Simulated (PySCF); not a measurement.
Species: C5H9NO.
Numbering: `[CH3:1][O:2][C@@H:3]1[CH:4]=[N:5][CH2:6][CH2:7]1` (hydrogens: H8, H9, H10 on C1; H11 on C3; H12 on C4; H13, H14 on C6; H15, H16 on C7)

Vertical excitations from PySCF (density fitting, frozen core in the response, grid level 2 and gas phase unless stated; continuum runs use non-equilibrium linear response for the excitations) on a GFN2-xTB geometry. Reference run:

```csv
settings,"S1, eV (f)","S2, eV (f)","S3, eV (f)","S4, eV (f)","S5, eV (f)","S6, eV (f)","T1, eV (Tamm–Dancoff)",mean α (au)
"PBE0/def2-SVPD, full TDDFT, 6 singlets",5.27 (0.003),6.21 (0.008),7.05 (0.012),7.21 (0.018),7.44 (0.133),7.63 (0.011),4.38,68.6
```

Problem. What do these settings give: (1) HSE06/def2-SVP, IEF-PCM benzene, TDA, 3 singlets; (2) PW91/Sadlej pVTZ, grid level 1, full TDDFT, 25 singlets?

Solution. 
```
                                               settings    S1, eV (f)    S2, eV (f)    S3, eV (f)    S4, eV (f)    S5, eV (f)    S6, eV (f)  T1, eV (Tamm–Dancoff)  mean α (au)
       HSE06/def2-SVP, IEF-PCM benzene, TDA, 3 singlets  5.40 (0.004)  6.16 (0.011)  7.61 (0.113)             –             –             –                   4.41         66.7
PW91/Sadlej pVTZ, grid level 1, full TDDFT, 25 singlets  4.78 (0.003)  4.99 (0.003)  5.29 (0.016)  5.46 (0.015)  5.77 (0.001)  5.84 (0.003)                   4.18         74.1
```

(1) S1 moves by +0.13 eV; functional, basis, environment and response scheme change together, so the shift can't be laid on one. (2) S1 moves by -0.49 eV; functional and basis change together, so the shift can't be laid on one. States are counted by energy in each run and needn't keep their character from row to row.

Problem. Which orbital pairs make up S1 in each run, and how does it sit against the orbital gap?

Solution. 
```json
{"settings": "PBE0/def2-SVPD, full TDDFT, 6 singlets", "S1 configurations (weight)": "H→L 0.94", "S1 (eV)": "5.27", "orbital gap (eV)": "7.24", "S1 − gap (eV)": "-1.97"}
{"settings": "HSE06/def2-SVP, IEF-PCM benzene, TDA, 3 singlets", "S1 configurations (weight)": "H→L 0.81, H−1→L 0.18", "S1 (eV)": "5.40", "orbital gap (eV)": "6.56", "S1 − gap (eV)": "-1.16"}
{"settings": "PW91/Sadlej pVTZ, grid level 1, full TDDFT, 25 singlets", "S1 configurations (weight)": "H−1→L 0.56, H→L 0.43", "S1 (eV)": "4.78", "orbital gap (eV)": "4.59", "S1 − gap (eV)": "+0.19"}
```

The species at its GFN2-xTB geometry (one conformer only).
